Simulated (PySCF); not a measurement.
A structure optimised at r2SCAN-D4/def2-SVP, used in a PySCF frequency run:

```
O
C 1 1.3883
H 2 1.1026 1 114.60
C 1 1.4156 2 112.92 3 63.34
H 4 1.1103 1 110.04 2 58.05
H 4 1.1110 5 106.69 1 119.30
C 2 1.4892 3 118.53 1 -143.22
H 7 1.0936 2 118.66 3 1.35
H 7 1.0937 8 115.20 2 -143.36
C 2 1.5062 3 117.74 1 146.91
H 10 1.0943 2 119.11 3 0.67
H 10 1.0944 11 115.12 2 145.32
C 4 1.5115 5 110.98 6 120.68
H 13 1.1005 4 110.71 5 -59.31
H 13 1.1006 14 108.60 4 121.40
H 13 1.1007 14 108.57 15 117.25
```

**Question.** Write its SMILES and formula.

**Answer.** CCOC1CC1, C₅H₁₀O

**Question.** What are its rotational constants (standard atomic weights)?

**Answer.** 10.900, 1.8370, 1.7504 GHz
